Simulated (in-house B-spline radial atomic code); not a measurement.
# RPA and G0W0 on HSE06: N⁴⁺

Configuration [He] 2s1, highest spin, mean-field start HSE06. Computed with an all-electron radial atomic-structure program (B-spline basis): all electrons, non-relativistic, point nucleus, each spin shell either full or empty, empty states to l = 9 with an (l + 1/2)⁻⁴ tail; G0W0 by contour deformation at full frequency.

RPA overbinds a lone outer s electron by self-correlation, and G0W0 tends to as well.

Command:
```bash
python run_gw.py task.json out
```
Settings (radii: box in bohr, nucleus in fm):
```
Z                        7
electrons                3
configuration            [He] 2s1
hamiltonian              nr
method                   hse06
lmax                     9
spin_polarised           True
box_radius               11.96
intervals                44
ion_configuration        1s2
```

Time taken, with all properties: 1.1 s on 1 thread of AMD EPYC 7R43 64-Core Processor, on a shared host.

Energies (hartree):

```tsv
term	value
mean-field total	-48.34117
Hartree-Fock functional on these orbitals	-48.32580
direct second order	-0.15268
second-order exchange	0.10169
SOSEX correction	0.087941
```

(1) What is the RPA correlation energy, and what remains with SOSEX?

Quasi-particle levels (eV):

```tsv
level	occupied	mean field	Σx - vxc	Σc	QP weight	G0W0
2s up	yes	-91.28	-6.45	?	?	?
1s down	yes	-488.75	-30.99	3.36	0.934	-516.37
1s up	yes	-490.51	-32.19	3.57	0.907	-519.13
2s down	no	-80.18	5.85	-2.97	0.917	-77.31
```

G0W0 = mean field + (Σx - vxc) + Σc, with Σc (partial-wave tail included) taken at the quasi-particle energy.

(2) Where does G0W0 put 2s up?

(3) What does it cost to remove one electron (to 1s2) by differences of total energies, each species on its own start (correlation terms add to the Hartree-Fock functional)?

Answers

(1) RPA gives -0.13662 hartree (-1.24 eV per electron); RPA + SOSEX gives -0.048683, and the second-order doubles -0.050988 hartree (no singles). SOSEX takes back 64 % of the RPA value.

(2) At -99.28 eV, with Σc = -1.55 eV and a quasi-particle weight of 0.962. The tabulated removal energy is 97.890 eV (NIST, measured).

(3) HSE06 98.26 eV, Hartree-Fock functional 97.70 eV, + RPA 99.00 eV, + RPA + SOSEX 97.81 eV, + second order 97.83 eV. Tabulated: 97.890 eV (NIST, measured).
